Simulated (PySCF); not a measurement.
Isomers of C6H6F3 (doublet state), one GFN2-xTB conformer each. Single-point energies are computed at B3LYP/pcH-1 (PySCF, gas phase, no added dispersion term), electronic only. GFN2-xTB treats the open shell by occupation alone, and not every SCF solution was tested for stability.

```json
{"SMILES": "FC(F)(F)/C=C1/[CH]CC1", "GFN2-xTB relative energy (kJ/mol)": "0.0"}
{"SMILES": "[CH2]C#C[C@H](F)CC(F)F", "GFN2-xTB relative energy (kJ/mol)": "101.8"}
{"SMILES": "CC#C[C@H](F)C[C](F)F", "GFN2-xTB relative energy (kJ/mol)": "134.8"}
```

Conformers: `[CH2:1][C:2]#[C:3][C@H:4]([F:5])[CH2:6][CH:7]([F:8])[F:9]` (doublet state) with C3–C4–C6–C7 -177°, C4–C6–C7–F8 68°; `[CH3:1][C:2]#[C:3][C@H:4]([F:5])[CH2:6][C:7]([F:8])[F:9]` (doublet state) with C3–C4–C6–C7 -63°, C4–C6–C7–F8 161°.

**Question.** What does B3LYP/pcH-1 give for the same structures?

**Answer.** 
```tsv
SMILES	B3LYP/pcH-1 E (Eh)	B3LYP/pcH-1 (kJ/mol)	GFN2-xTB (kJ/mol)	point group
FC(F)(F)/C=C1/[CH]CC1	-531.72904	0.0	0.0	Cs
[CH2]C#C[C@H](F)CC(F)F	-531.70040	75.2	101.8	C1
CC#C[C@H](F)C[C](F)F	-531.68133	125.2	134.8	C1
```

Both levels put the same isomer lowest; measured from each level's own lowest isomer, the values differ by up to 26.6 kJ/mol ([CH2]C#C[C@H](F)CC(F)F: 101.8 against 75.2). As drawn, the lowest has a four-membered ring, which the highest lacks.
